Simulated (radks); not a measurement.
The numbers below are computed, except where a source is named.
Task: Neutral gold, [Xe] 4f14 5d10 6s1. Level of theory: non-relativistic Kohn-Sham, exchange-only PBE, spin-polarised, spherical densities, point nucleus (a radial shooting solver on a logarithmic mesh with Libxc functionals). Every spin shell is full or empty, so the densities are truly spherical. Functionals are evaluated on that one density, not self-consistently. Rank these orbital-free kinetic functionals by their error against the exact value of the orbitals, and give that value: Thomas-Fermi, TF + vW/9, TF + vW/5, LC94, APBEK, revAPBEK, Perdew 92, Thakkar, Pearson, DePristo-Kress, Ernzerhof.

Result: Exact: 17864.3 hartree. From best to worst, with 100 (|E| - |E exact|)/|E exact| (equal figures are ties): LC94 +0.01, APBEK +0.04, revAPBEK +0.17, DePristo-Kress -0.21, Ernzerhof -0.48, Perdew 92 -0.69, TF + vW/9 -0.70, Thakkar -0.79, Pearson -0.85, TF + vW/5 +2.47, Thomas-Fermi -4.65.
